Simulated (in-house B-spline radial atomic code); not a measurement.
Inner levels of platinum as electrons are removed. A shift is the extra binding of the orbital against the neutral atom ([Xe] 4f14 5d9 6s1). Computed with a radial B-spline atomic code at the basis-set limit: non-relativistic Hartree-Fock, average of the configuration, point nuclei.

This level leaves out relativity, spin-orbit splitting included, which matters for heavy ions.

| ion | configuration | shift of 3d (eV) | shift of 2p (eV) | shift of 3s (eV) | radius of 3d (bohr) | radius of 2p (bohr) | radius of 3s (bohr) | Σ<r²> (bohr²) | change of density at nucleus (bohr⁻³) |
| --- | --- | --- | --- | --- | --- | --- | --- | --- | --- |
| Pt40+ | [Kr] 4d2 | 1769.41 | 1819.61 | 1751.95 | 0.16926 | 0.069133 | 0.20316 | 2.5563 | 542.65 |
| Pt41+ | [Kr] 4d1 | ? | ? | ? | ? | ? | ? | ? | ? |
| Pt42+ | [Ar] 3d10 4s2 4p6 | 1917.69 | 1981.98 | 1896.15 | 0.16877 | 0.069106 | 0.20267 | 2.1729 | 662.7 |
| Pt43+ | [Ar] 3d10 4s2 4p5 | 1990.83 | 2062.04 | 1966.98 | 0.16855 | 0.069095 | 0.20246 | 1.9795 | 728.14 |
| Pt44+ | [Ar] 3d10 4s2 4p4 | ? | ? | ? | ? | ? | ? | ? | ? |
| Pt45+ | [Ar] 3d10 4s2 4p3 | 2139.12 | 2224.68 | 2110.48 | 0.16809 | 0.069068 | 0.20201 | 1.604 | 862.33 |
| Pt46+ | [Ar] 3d10 4s2 4p2 | 2214.26 | 2307.26 | 2183.14 | 0.16786 | 0.069054 | 0.20179 | 1.4217 | 931.08 |
| Pt47+ | [Ar] 3d10 4s2 4p1 | 2290.06 | 2390.67 | 2256.4 | 0.16762 | 0.069039 | 0.20156 | 1.2429 | 1000.91 |
| Pt48+ | [Ar] 3d10 4s2 | 2366.52 | 2474.91 | 2330.26 | 0.16738 | 0.069024 | 0.20132 | 1.0675 | 1071.85 |
| Pt49+ | [Ar] 3d10 4s1 | 2442.51 | 2557.77 | 2401.85 | 0.16715 | 0.069011 | 0.20135 | 0.89195 | -200.63 |
| Pt50+ | [Ar] 3d10 | 2519.1 | 2641.37 | 2473.96 | 0.16692 | 0.068997 | 0.20119 | 0.71944 | -1503.15 |
| Pt51+ | [Ar] 3d9 | ? | ? | ? | ? | ? | ? | ? | ? |
| Pt52+ | [Ar] 3d8 | 2793.53 | 2975.61 | 2716.35 | 0.16456 | 0.068874 | 0.19929 | 0.63974 | -1226.49 |
| Pt53+ | [Ar] 3d7 | 2932.98 | 3145.74 | 2839.19 | 0.16341 | 0.06881 | 0.19834 | 0.60152 | -1084.35 |

(1) Fill in the row of Pt41+.

(2) Fill in the row of Pt44+.

(3) Fill in the row of Pt51+.

Answers

(1) shift of 3d (eV): 1843.11; shift of 2p (eV): 1900.25; shift of 3s (eV): 1823.65; radius of 3d (bohr): 0.16902; radius of 2p (bohr): 0.069119; radius of 3s (bohr): 0.20292; Σ<r²> (bohr²): 2.3621; change of density at nucleus (bohr⁻³): 602.05.

(2) shift of 3d (eV): 2064.64; shift of 2p (eV): 2142.94; shift of 3s (eV): 2038.43; radius of 3d (bohr): 0.16832; radius of 2p (bohr): 0.069081; radius of 3s (bohr): 0.20224; Σ<r²> (bohr²): 1.7899; change of density at nucleus (bohr⁻³): 794.7.

(3) shift of 3d (eV): 2655.56; shift of 2p (eV): 2807.48; shift of 3s (eV): 2594.61; radius of 3d (bohr): 0.16573; radius of 2p (bohr): 0.068936; radius of 3s (bohr): 0.20024; Σ<r²> (bohr²): 0.67903; change of density at nucleus (bohr⁻³): -1366.11.
